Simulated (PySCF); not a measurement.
A calculated (LDA, PySCF 2.14, cc-pVTZ-DK, scalar relativity by spin-free X2C-1e) atom or ion has these occupied shells.

```csv
shell,electrons,orbital energy (eV),"rms radius, mean of both spins (bohr)"
1s α,1,-4868.5,0.0805
1s β,1,-4868.5,0.0805
2s α,1,-551.42,0.354
2s β,1,-550.80,0.354
2p α,3,-460.03,0.322
2p β,3,-459.53,0.322
3s α,1,-78.932,1.08
3s β,1,-77.164,1.08
3p α,3,-55.418,1.18
3p β,3,-53.679,1.18
3d α,2,-20.787,1.60
```

Problem. Name the element and its charge.

Solution. Ti²⁺ (titanium, charge +2), in [Ar] 3d2, high-spin 3F determinant.
